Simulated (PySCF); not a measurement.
Cost of one run: EPR job, `[SiH3][S+]BC1CC1` [radical].

Method: UKS B3LYP, pcH-1 on B C H S Si, non-relativistic, mean-field spin-orbit, GIAO (PySCF 2.14.0). Geometry: GFN2-xTB. Work: unrestricted SCF, g, hyperfine, density and orbital grids written, density fitting. The input is one job of a driver script: a line of settings, then coordinates in Å.

Command:
```bash
OMP_NUM_THREADS=1 python probes_run.py task.json out
```

Input:
```
{"job": {"kind": "epr", "basis": "pcH-1"}, "charge": 1, "multiplicity": 2}
Si     3.037691     0.584290     0.730007
S      1.591177    -1.132313     1.101868
B      0.244131    -1.013065    -0.031442
C     -0.933087    -0.050599     0.205917
C     -2.348149    -0.457095    -0.188628
C     -1.650386     0.568489    -0.993836
H      2.140007     1.733053     0.809949
H      3.517849     0.286039    -0.613203
H      3.928820     0.342663     1.850561
H      0.218779    -1.751811    -0.936423
H     -0.884118     0.582322     1.085915
H     -2.498053    -1.430199    -0.628902
H     -3.129300    -0.163616     0.495642
H     -1.321094     0.300876    -1.985384
H     -1.918681     1.608956    -0.888024
```

Hardware: Arm Neoverse V2, one thread, shared host with 96 logical CPUs at a one-minute load of 50. PySCF's memory limit was set to 1600 MB.

**Question.** How large is the basis?

**Answer.** 260 functions.

**Question.** Estimate the wall time.

**Answer.** About 62 s. CPU seconds by part: SCF 28, spin–orbit mean field 2.2, g tensor 26, hyperfine 0.2.

**Question.** Estimate the peak memory.

**Answer.** About 0.93 GiB. Peak memory is the resident size of the whole Python process, interpreter and libraries included.

**Question.** At this speed, how long would 5000 such jobs take on 96 cores, one job a core?

**Answer.** 5000/96 gives 53 rounds of 62 s, about 55 min of wall time and 86 core-hours, if the jobs don't slow each other.

The host was shared with other jobs, so the times are rough.
